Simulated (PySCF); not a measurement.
RbI: frontier orbitals

LDA at R = 3.234 Å; basis Rb def2-TZVPP with ECP28, I def2-TZVPP with ECP28; scalar-relativistic core potentials; PySCF 2.14. State: ¹Σ⁺ (singlet), closed shell. Only the outer orbitals are listed, counted within each symmetry, core potentials removing the inner ones.

| orbital | occ. | ε (eV) | on Rb (%) | main shells (%) |
| --- | --- | --- | --- | --- |
| 4σ | 2 | -32.84 | 100 | 100 Rb s |
| 3π | 2 | -16.67 | 100 | 100 Rb p |
| 3π | 2 | -16.67 | 100 | 100 Rb p |
| 5σ | 2 | -16.64 | 96 | 96 Rb p |
| 6σ | 2 | -14.59 | 5 | 95 I s |
| 7σ | 2 | -4.84 | 8 | 92 I p |
| 4π | 2 | -4.52 | 3 | 97 I p |
| 4π | 2 | -4.52 | 3 | 97 I p |
| 8σ | 0 | -2.04 | 97 | 86 Rb s, 11 Rb p |
| 5π | 0 | -0.43 | 100 | 87 Rb p, 12 Rb d |
| 5π | 0 | -0.43 | 100 | 87 Rb p, 12 Rb d |

Task: Which are the highest filled and the lowest empty level, where do they sit, and how wide is the gap?

Result: Highest filled 4π at -4.52 eV (in %: 97 I p); lowest empty 8σ at -2.04 eV (in %: 86 Rb s, 11 Rb p); the gap at LDA is 2.48 eV.

* bond order (Mayer): 0.57
* ⟨S²⟩: 0.000
* charge on Rb (Mulliken, basis-dependent): 0.70
* charge on Rb (Löwdin, basis-dependent): 0.37
* dipole moment (positive dipole means Rb(−)I(+)): -11.30 D
* polarisability along the bond: 102.8 bohr³
* polarisability across the bond: 58.5 bohr³

Spin–orbit coupling is left out.
